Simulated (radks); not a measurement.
The numbers below are computed, except where a source is named.
Species: H-. Configuration: [He].

Level of theory: scalar-relativistic Kohn-Sham, PBE, spin-unpolarised, spherical densities, finite nucleus; Gaussian nuclear charge, rms radius 0.8783 fm; hard spherical wall at 20 bohr (a radial shooting solver on a logarithmic mesh with Libxc functionals).

Energy parts (eV):
total: -14.347
kinetic: 13.762
electron-nucleus: -37.114
Hartree: 20.384
exchange-correlation: -11.379

Orbitals (lengths in bohr, moments of r in powers of bohr; r(max) is where P^2 peaks):
orbital  occ.  eigenvalue (eV)  r(max)
1s          2           1.4101   1.174

The highest occupied level is 1s at 1.410 eV. The pressure on the wall is 0.000594 GPa. The density falls to 0.001 e/bohr^3 at r = 3.87 bohr. The electron density at the nucleus is 0.3401 e/bohr^3 (large components only).

Empty levels of this run are not shown, since the potential may be unsettled where no density lies.
